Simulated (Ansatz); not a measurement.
Relaxation of BFH5OSi (9 atoms, charge 1, multiplicity 1), to a largest force component of 0.02 eV/Å in at most 50 steps.

All numbers below come from RKS LDA/def2-SVP in Ansatz 0.2.0.

```xyz
9
Properties=species:S:1:pos:R:3
O -0.423 1.350 -0.363
B 0.703 0.576 -0.203
Si 0.222 -1.297 0.363
F -1.388 -0.942 0.355
H -0.442 2.284 -0.640
H -1.299 0.934 -0.194
H 1.723 1.104 -0.415
H 0.524 -1.669 1.731
H 0.381 -2.339 -0.633
```

Problem. Where does it end, and by what steps?

Solution. It converged. Limits of this set-up: the dipole of an ion depends on the origin. After 10 steps the energy has fallen by 0.430 eV; H6 moved furthest, 0.42 Å.

```csv
step,energy less start (eV),largest force component (eV/Å),accepted
0,0.0000,1.384,yes
1,-0.2591,0.865,yes
2,-0.3330,1.182,yes
3,-0.3820,0.499,yes
4,-0.3901,0.782,yes
5,-0.4235,0.167,yes
6,-0.4279,0.144,yes
7,-0.4297,0.088,yes
8,-0.4304,0.051,yes
9,-0.4304,0.030,yes
10,-0.4304,0.004,yes
```

```xyz
9
Properties=species:S:1:pos:R:3
O -0.409 1.280 -0.344
B 0.810 0.612 -0.223
Si 0.203 -1.240 0.345
F -1.435 -0.669 0.276
H -0.540 2.224 -0.609
H -1.217 0.539 -0.084
H 1.832 1.210 -0.454
H 0.449 -1.627 1.767
H 0.307 -2.329 -0.673
```

Run time: 14 s on 2 threads of Intel(R) Xeon(R) Platinum 8259CL CPU @ 2.50GHz (Skylake/Cascade Lake) (shared host), peak memory 0.16 GiB.
